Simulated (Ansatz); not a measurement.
A nudged elastic band was laid between two geometries of H3InOS2 (7 atoms, charge 0, multiplicity 1).

These are results of RKS CAM-B3LYP-D4/def2-SVP in Ansatz 0.2.0, not measurements.

```json
{
  "movable images": "7",
  "climbing image": "yes",
  "spring": "5.0 eV/Å²",
  "optimiser": "quadratic models (default)",
  "start path": "straight line",
  "force threshold": "0.05 eV/Å",
  "iteration limit": "60",
  "end points": "relaxed"
}
```

Initial state:

```xyz
7
Properties=species:S:1:pos:R:3
O -1.844 0.558 -0.500
In -0.025 -0.074 -0.023
S 1.399 1.611 0.883
S 0.607 -2.354 -0.380
H -2.422 -0.120 -0.871
H 0.432 2.549 0.785
H 1.852 -2.170 0.107
```

Final state:

```xyz
7
Properties=species:S:1:pos:R:3
O -1.927 -0.089 -0.697
In -0.050 -0.266 -0.083
S 1.153 1.596 0.829
S 0.906 -2.436 -0.316
H -2.305 0.793 -0.592
H 0.125 2.455 0.668
H 2.098 -2.052 0.190
```

Task: Which bonds break or form, and what moves?

Result: No bond is made or broken. The dihedral H5–O1–In2–S3 goes from 180 to 0°.

Task: What energy profile does the band end with?

Result: It converged. The highest image is number 4 of 0 to 8, 0.099 eV above the first end and 0.056 eV above the last; the last end lies 0.043 eV above the first. Another band between the same ends (7 images) ends at a top of the same energy, where a vibrational analysis finds 1 clearly imaginary mode.

```tsv
image	path coordinate (Å)	energy (eV)	dihedral H5–O1–In2–S3 (°)
0	0.00	0.000	180
1	0.26	0.013	-159
2	0.51	0.048	-135
3	0.77	0.084	-110
4	1.03	0.099	-85
5	1.27	0.088	-61
6	1.51	0.066	-38
7	1.74	0.048	-17
8	1.98	0.043	0
```

Task: What is the geometry of the highest image?

Result: 
```xyz
7
Properties=species:S:1:pos:R:3
O -1.778 0.284 -0.970
In -0.018 -0.158 -0.148
S 1.229 1.577 0.927
S 0.812 -2.385 -0.362
H -2.521 0.268 -0.355
H 0.322 2.524 0.605
H 1.955 -2.109 0.302
```

The run took 5.1 min on 2 threads of Intel(R) Xeon(R) Platinum 8375C CPU @ 2.90GHz (Ice Lake) (shared host), peak memory 0.27 GiB.
